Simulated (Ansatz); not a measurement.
```yaml
crystal:
  periodic: [false, false, false]
  atoms:
    - {symbol: N, position_ang: [2.087056, 0.211371, 0.227177]}
    - {symbol: C, position_ang: [0.894166, 0.312848, -0.130703]}
    - {symbol: Cl, position_ang: [0.403033, 1.482653, -1.412572]}
    - {symbol: B, position_ang: [-0.279854, -0.549586, 0.484553]}
    - {symbol: N, position_ang: [-1.570604, -0.380752, 0.034575]}
    - {symbol: H, position_ang: [2.725186, 0.835935, -0.264301]}
    - {symbol: H, position_ang: [-0.014706, -1.338423, 1.337230]}
    - {symbol: H, position_ang: [-1.805669, 0.284027, -0.686459]}
    - {symbol: H, position_ang: [-2.350106, -0.904273, 0.393302]}
basis:
  gaussian: {orbitals: def2-SVPD, fitting: {mean_field: cc-pVTZ-jkfit}}
hamiltonian: {xc: {name: wB97X-D}}
accuracy: high
scf: {lower_state_search: light}
```

```sh
$ ansatz run in.yaml --threads 2 --pin off --events-out ev --progress --plain --max-ram 4352MiB
```

(1) How does Ansatz answer? (Best estimate.)

## Answers

(1) The calculation gave: The program refused the input.
```
Error: YAML parse error: error: line 15 column 19: hamiltonian.xc: no functional is named "wB97X-D"; the names, which are not case-sensitive, are SVWN5, SPW92, PBE, PBE0, PBEsol, revPBE, revPBE0, RPBE, rPW86-PBE, HSE06, wPBEh, LC-wPBE, HISS, HF, BLYP, B3LYP, B3LYP5, BHLYP, CAM-B3LYP, r2SCAN, r2SCANh, r2SCAN0, r2SCAN50, m-r2SCAN, B97, wB97, wB97X, wB97X-V, B97M-V, wB97M-V, B2PLYP, B2GP-PLYP, PBE0-DH, PBE-QIDH
13 | basis:
14 |   gaussian: {orbitals: def2-SVPD, fitting: {mean_field: cc-pVTZ-jkfit}}
15 | hamiltonian: {xc: {name: wB97X-D}}
16 | accuracy: high
17 | scf: {lower_state_search: light}
```

HSE06 is defined as in plane-wave codes.
